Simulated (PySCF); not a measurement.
PySCF input (TPSS/def2-TZVPD):

```python
from pyscf import gto, scf, dft

mol = gto.M(
    atom='''
    As   -0.01946706   -0.02930590    0.05119338
    H    -0.57983965    1.11526124   -0.82569952
    H     1.22225249   -0.14816670   -0.86368213
    ''',
    basis='def2-tzvpd',
    charge=-1,
    spin=0,
    verbose=4,
)

mf = dft.RKS(mol, xc='tpss').density_fit(auxbasis='def2-universal-jkfit')
mf.grids.level = 3
mf.conv_tol = 1e-9
mf.max_cycle = 100
mf.max_memory = 1500
mf.kernel()
if not mf.converged:
    mf = mf.newton()
    mf.kernel(mf.make_rdm1())
mf.analyze()
```

Output:

```
PySCF version 2.14.0

[INPUT] verbose = 4
[INPUT] num. atoms = 3
[INPUT] num. electrons = 36
[INPUT] charge = -1
[INPUT] spin (= nelec alpha-beta = 2S) = 0
[INPUT] symmetry False subgroup None
[INPUT] Mole.unit = angstrom
[INPUT] Symbol           X                Y                Z      unit          X                Y                Z       unit  Magmom
[INPUT]  1 As    -0.019467060000  -0.029305900000   0.051193380000 AA   -0.036787411850  -0.055380124834   0.096741467591 Bohr   0.0
[INPUT]  2 H     -0.579839650000   1.115261240000  -0.825699520000 AA   -1.095738134664   2.107538300943  -1.560345953985 Bohr   0.0
[INPUT]  3 H      1.222252490000  -0.148166700000  -0.863682130000 AA    2.309722461168  -0.279994483781  -1.632122684381 Bohr   0.0

nuclear repulsion = 22.8178296746173
number of shells = 28
number of NR pGTOs = 131
number of NR cGTOs = 72
basis = def2-tzvpd
ecp = {}

******** <class 'pyscf.df.df_jk.DFRKS'> ********
method = DFRKS
initial guess = minao
damping factor = 0
level_shift factor = 0
DIIS = <class 'pyscf.scf.diis.CDIIS'>
diis_start_cycle = 1
diis_space = 8
diis_damp = 0
SCF conv_tol = 1e-09
SCF conv_tol_grad = None
SCF max_cycles = 100
direct_scf = False
XC library pyscf.dft.libxc version 7.1.2
    S. Lehtola, C. Steigemann, M. J. T. Oliveira, and M. A. L. Marques,  SoftwareX 7, 1–5 (2018)
XC functionals = tpss
    J. Tao, J. P. Perdew, V. N. Staroverov, and G. E. Scuseria,  Phys. Rev. Lett. 91, 146401 (2003)
    J. P. Perdew, J. Tao, V. N. Staroverov, and G. E. Scuseria,  J. Chem. Phys. 120, 6898 (2004)
    J. Tao, J. P. Perdew, V. N. Staroverov, and G. E. Scuseria,  Phys. Rev. Lett. 91, 146401 (2003)
    J. P. Perdew, J. Tao, V. N. Staroverov, and G. E. Scuseria,  J. Chem. Phys. 120, 6898 (2004)
radial grids:
    Treutler-Ahlrichs [JCP 102, 346 (1995); DOI:10.1063/1.469408] (M4) radial grids

becke partition: Becke, JCP 88, 2547 (1988); DOI:10.1063/1.454033
pruning grids: <function nwchem_prune>
grids dens level: 3
symmetrized grids: False
atomic radii adjust function: <function treutler_atomic_radii_adjust>
small_rho_cutoff = 0
Set gradient conv threshold to 3.16228e-05
Initial guess from minao.
tot grids = 40040
init E= -2236.12925695959
  HOMO = -0.208725222221343  LUMO = -0.0394627515105297  gap/eV = 4.60587
cycle= 1 E= -2236.97451155455  delta_E= -0.845  |g|= 0.488  |ddm|= 1.52
  HOMO = 0.146921590889211  LUMO = 0.192134035011812  gap/eV = 1.23029
cycle= 2 E= -2236.98889838761  delta_E= -0.0144  |g|= 0.357  |ddm|= 1.28
  HOMO = 0.0687787552980339  LUMO = 0.169696789206811  gap/eV = 2.74612
cycle= 3 E= -2237.0242689072  delta_E= -0.0354  |g|= 0.117  |ddm|= 0.599
  HOMO = 0.0797269082935665  LUMO = 0.171700004568677  gap/eV = 2.50272
cycle= 4 E= -2237.02736096005  delta_E= -0.00309  |g|= 0.0112  |ddm|= 0.11
  HOMO = 0.0772107367194597  LUMO = 0.170749691333827  gap/eV = 2.54532
cycle= 5 E= -2237.02739880537  delta_E= -3.78e-05  |g|= 0.00115  |ddm|= 0.0236
  HOMO = 0.0772111659562302  LUMO = 0.170823188259123  gap/eV = 2.54731
cycle= 6 E= -2237.02739926759  delta_E= -4.62e-07  |g|= 0.000128  |ddm|= 0.00231
  HOMO = 0.0772321525690982  LUMO = 0.170832281951844  gap/eV = 2.54699
cycle= 7 E= -2237.02739927149  delta_E= -3.9e-09  |g|= 1.63e-05  |ddm|= 0.000193
  HOMO = 0.0772346309042744  LUMO = 0.170834456659207  gap/eV = 2.54698
cycle= 8 E= -2237.02739927159  delta_E= -1.01e-10  |g|= 3.18e-06  |ddm|= 4.72e-05
  HOMO = 0.0772342517642493  LUMO = 0.170834141943501  gap/eV = 2.54698
Extra cycle  E= -2237.02739927158  delta_E= 1.59e-11  |g|= 3.96e-06  |ddm|= 7.54e-06
converged SCF energy = -2237.02739927158
**** SCF Summaries ****
Total Energy =                       -2237.027399271576087
Nuclear Repulsion Energy =              22.817829674617332
One-electron Energy =                -3170.295218750817185
Two-electron Energy =                  910.449989804623783
Two-electron Coulomb Energy =          994.343460542623006
DFT Exchange-Correlation Energy =      -83.893470737999166
HOMO-LUMO gap [eV] =                     2.546982743097217
**** MO energy ****
MO #1   energy= -424.514756779987  occ= 2
MO #2   energy= -53.0438540310592  occ= 2
MO #3   energy= -47.3494831207582  occ= 2
MO #4   energy= -47.3485052571927  occ= 2
MO #5   energy= -47.3464546955724  occ= 2
MO #6   energy= -6.50894949102834  occ= 2
MO #7   energy= -4.58594495397482  occ= 2
MO #8   energy= -4.58278488927922  occ= 2
MO #9   energy= -4.5759459261069   occ= 2
MO #10  energy= -1.22739751241773  occ= 2
MO #11  energy= -1.22654622340961  occ= 2
MO #12  energy= -1.2208483304118   occ= 2
MO #13  energy= -1.21841085105403  occ= 2
MO #14  energy= -1.21762533230958  occ= 2
MO #15  energy= -0.295684958327151 occ= 2
MO #16  energy= -0.0831017113051962 occ= 2
MO #17  energy= -0.020995284108758 occ= 2
MO #18  energy= 0.0772342517642493 occ= 2
MO #19  energy= 0.170834141943501  occ= 0
MO #20  energy= 0.203835751187286  occ= 0
MO #21  energy= 0.260984045196937  occ= 0
MO #22  energy= 0.269802935360999  occ= 0
MO #23  energy= 0.275658889359922  occ= 0
MO #24  energy= 0.277078611716761  occ= 0
MO #25  energy= 0.278126332033302  occ= 0
MO #26  energy= 0.301836482561852  occ= 0
MO #27  energy= 0.350560673828021  occ= 0
MO #28  energy= 0.366943280870603  occ= 0
MO #29  energy= 0.37217512207528   occ= 0
MO #30  energy= 0.410336747396997  occ= 0
MO #31  energy= 0.414650359679308  occ= 0
MO #32  energy= 0.421816098598539  occ= 0
MO #33  energy= 0.556515682516742  occ= 0
MO #34  energy= 0.569607275651038  occ= 0
MO #35  energy= 0.577609059905     occ= 0
MO #36  energy= 0.581873537830482  occ= 0
MO #37  energy= 0.620625970015826  occ= 0
MO #38  energy= 0.639454440953059  occ= 0
MO #39  energy= 0.670648101417549  occ= 0
MO #40  energy= 0.741363547008663  occ= 0
MO #41  energy= 0.764113092025378  occ= 0
MO #42  energy= 0.832372229107249  occ= 0
MO #43  energy= 1.01812462230358   occ= 0
MO #44  energy= 1.3833523554077    occ= 0
MO #45  energy= 1.38554001747427   occ= 0
MO #46  energy= 1.38589990883281   occ= 0
MO #47  energy= 1.40571603351966   occ= 0
MO #48  energy= 1.43620096248326   occ= 0
MO #49  energy= 1.44025780966552   occ= 0
MO #50  energy= 1.44892451063173   occ= 0
MO #51  energy= 1.44894032210101   occ= 0
MO #52  energy= 1.45773214136585   occ= 0
MO #53  energy= 1.47849806239249   occ= 0
MO #54  energy= 1.60662060321844   occ= 0
MO #55  energy= 1.65460611051955   occ= 0
MO #56  energy= 1.99305981496753   occ= 0
MO #57  energy= 2.05278125679384   occ= 0
MO #58  energy= 2.15287042534252   occ= 0
MO #59  energy= 2.23174604619243   occ= 0
MO #60  energy= 2.48034053558731   occ= 0
MO #61  energy= 2.51435070987353   occ= 0
MO #62  energy= 2.52728080186911   occ= 0
MO #63  energy= 2.7725858937318    occ= 0
MO #64  energy= 2.8352655202239    occ= 0
MO #65  energy= 3.07684982873071   occ= 0
MO #66  energy= 3.23295336808324   occ= 0
MO #67  energy= 3.44546283540538   occ= 0
MO #68  energy= 3.45300287292736   occ= 0
MO #69  energy= 3.4574529700574    occ= 0
MO #70  energy= 3.51967618054509   occ= 0
MO #71  energy= 3.83987479808354   occ= 0
MO #72  energy= 6.278613249629     occ= 0
 ** Mulliken pop on meta-lowdin orthogonal AOs  **
 ** Mulliken pop  **
pop of  0 As 1s           1.99997
pop of  0 As 2s           1.99966
pop of  0 As 3s           1.99884
pop of  0 As 4s           1.73358
pop of  0 As 5s           0.00645
pop of  0 As 6s           0.00076
pop of  0 As 7s           0.00050
pop of  0 As 2px          1.99997
pop of  0 As 2py          1.99997
pop of  0 As 2pz          1.99997
pop of  0 As 3px          1.99976
pop of  0 As 3py          1.99978
pop of  0 As 3pz          1.99979
pop of  0 As 4px          1.16498
pop of  0 As 4py          1.44288
pop of  0 As 4pz          1.46403
pop of  0 As 5px          0.00471
pop of  0 As 5py          0.00656
pop of  0 As 5pz          0.00522
pop of  0 As 6px          0.00166
pop of  0 As 6py          0.00154
pop of  0 As 6pz          0.00100
pop of  0 As 3dxy         1.99949
pop of  0 As 3dyz         1.99947
pop of  0 As 3dz^2        1.99954
pop of  0 As 3dxz         1.99941
pop of  0 As 3dx2-y2      1.99947
pop of  0 As 4dxy         0.00124
pop of  0 As 4dyz         0.00336
pop of  0 As 4dz^2        0.00068
pop of  0 As 4dxz         0.00352
pop of  0 As 4dx2-y2      0.00174
pop of  0 As 5dxy         0.00029
pop of  0 As 5dyz         0.00023
pop of  0 As 5dz^2        0.00016
pop of  0 As 5dxz         0.00024
pop of  0 As 5dx2-y2      0.00015
pop of  0 As 6dxy         0.00016
pop of  0 As 6dyz         0.00011
pop of  0 As 6dz^2        0.00015
pop of  0 As 6dxz         0.00016
pop of  0 As 6dx2-y2      0.00010
pop of  0 As 7dxy         0.00002
pop of  0 As 7dyz         0.00002
pop of  0 As 7dz^2        0.00004
pop of  0 As 7dxz         0.00002
pop of  0 As 7dx2-y2      0.00001
pop of  0 As 4f-3         0.00007
pop of  0 As 4f-2         0.00045
pop of  0 As 4f-1         0.00016
pop of  0 As 4f+0         0.00023
pop of  0 As 4f+1         0.00009
pop of  0 As 4f+2         0.00009
pop of  0 As 4f+3         0.00036
pop of  1 H 1s            1.05933
pop of  1 H 2s            0.00165
pop of  1 H 3s            0.00051
pop of  1 H 2px           0.00162
pop of  1 H 2py           0.00368
pop of  1 H 2pz           0.00328
pop of  1 H 3px           0.00125
pop of  1 H 3py           0.00399
pop of  1 H 3pz           0.00327
pop of  2 H 1s            1.05933
pop of  2 H 2s            0.00165
pop of  2 H 3s            0.00051
pop of  2 H 2px           0.00213
pop of  2 H 2py           0.00314
pop of  2 H 2pz           0.00331
pop of  2 H 3px           0.00305
pop of  2 H 3py           0.00210
pop of  2 H 3pz           0.00337
 ** Mulliken atomic charges  **
charge of    0As =     -0.84285
charge of    1H =     -0.07858
charge of    2H =     -0.07858

WARN: System has nonzero charge -1; the dipole moment is origin-dependent.
Location of origin: [0. 0. 0.]

Dipole moment(X, Y, Z, Debye): -0.12452, -0.18746,  0.32745
```

Whether it binds its extra electron was not tested at this geometry.
